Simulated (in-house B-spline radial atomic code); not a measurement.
Successive ionisation energies of xenon; each step leads to the configuration of the next row (after the last: bare). Dirac energy differences include first-order Breit, QED and recoil terms. NIST's values go from ground level to ground level; the uncertainty of those that are theory runs from under 0.1 % in few-electron ions to several per cent in heavy many-electron ones. Computed with a B-spline radial code for spherical atoms: Dirac-Hartree-Fock, jj configuration that fills j = l - 1/2 first, finite nuclei.

A number in brackets counts the electrons of a j subshell.

```
  ion               configuration  ionisation energy (eV)  tabulated value (eV)    tabulated kind  computed minus tabulated (eV)  highest orbital  largest mean radius (bohr)
Xe42+                    [Ne] 3s2                  3242.5                  3243  tabulated theory                              0            3s1/2                     0.27123
Xe43+                    [Ne] 3s1                       ?                     ?    semi-empirical                              ?                ?                           ?
Xe44+                [He] 2s2 2p6                  7659.9                  7660  tabulated theory                              0            2p3/2                     0.11176
Xe45+  [He] 2s2 2p1/2(2) 2p3/2(3)                  7897.5                  7889  tabulated theory                              8            2p3/2                     0.11112
Xe46+  [He] 2s2 2p1/2(2) 2p3/2(2)                       ?                     ?  tabulated theory                              ?                ?                           ?
Xe47+  [He] 2s2 2p1/2(2) 2p3/2(1)                  8381.6                  8382  tabulated theory                              0            2p3/2                     0.10984
Xe48+           [He] 2s2 2p1/2(2)                  8969.5                  8971  tabulated theory                             -1            2p1/2                     0.10921
Xe49+           [He] 2s2 2p1/2(1)                  9242.7                  9243  tabulated theory                              0            2p1/2                     0.10855
Xe50+                    [He] 2s2                  9580.7                  9581  tabulated theory                              0            2s1/2                     0.10789
Xe51+                    [He] 2s1                       ?                     ?  tabulated theory                              ?                ?                           ?
Xe52+                         1s2                 40268.9              40271.73  tabulated theory                             -3            1s1/2                     0.02648
Xe53+                         1s1                 41299.8              41299.89  tabulated theory                              0            1s1/2                    0.026282
```

Problem. Fill in the row of Xe43+.

Solution. ionisation energy (eV): 3332.6; tabulated value (eV): 3333.8; computed minus tabulated (eV): -1; highest orbital: 3s1/2; largest mean radius (bohr): 0.26961.

Problem. Fill in the row of Xe46+.

Solution. ionisation energy (eV): 8138.0; tabulated value (eV): 8144; computed minus tabulated (eV): -6; highest orbital: 2p3/2; largest mean radius (bohr): 0.11047.

Problem. Fill in the row of Xe51+.

Solution. ionisation energy (eV): 9810.1; tabulated value (eV): 9810.37; computed minus tabulated (eV): 0; highest orbital: 2s1/2; largest mean radius (bohr): 0.10729.

Problem. Where is the largest jump?

Solution. From Xe51+ to Xe52+, by a factor of 4.10 (9810.1 to 40269 eV); the highest orbital goes from 2s1/2 to 1s1/2.
